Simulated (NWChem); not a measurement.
CH6OSi2; SMILES O=C[SiH2][SiH3]

```xyz
10

O      0.7849    -2.3200    -0.3160
C      0.1287    -1.6669     0.4718
Si    -0.8919    -0.1139    -0.0804
Si     0.4774     1.8001    -0.0031
H      0.1253    -1.9486     1.5544
H     -2.0468     0.0545     0.8492
H     -1.3936    -0.3582    -1.4577
H     -0.3093     3.0078    -0.3766
H      1.6222     1.6589    -0.9417
H      1.0102     1.9895     1.3744
```
Atoms are numbered in this order, from 1.

Program: NWChem. Pople sets run with spherical d functions. Structure relaxed at the B3LYP/6-31G* (spherical d) level. Level: B3LYP/6-31G* with SMD (1 M gas to 1 M solution), gas-phase geometry. Reactions with the solvent are ignored.

Q: Predict the results for solvent toluene. Quantities: solvation free energy (kcal/mol); cavity-dispersion-structure term (kcal/mol); dipole in solution (D).

A: 
```
Property                                     Value
-------------------------------------------  -----
solvation free energy (kcal/mol)              -2.0
cavity-dispersion-structure term (kcal/mol)   -0.5
dipole in solution (D)                        2.35
```
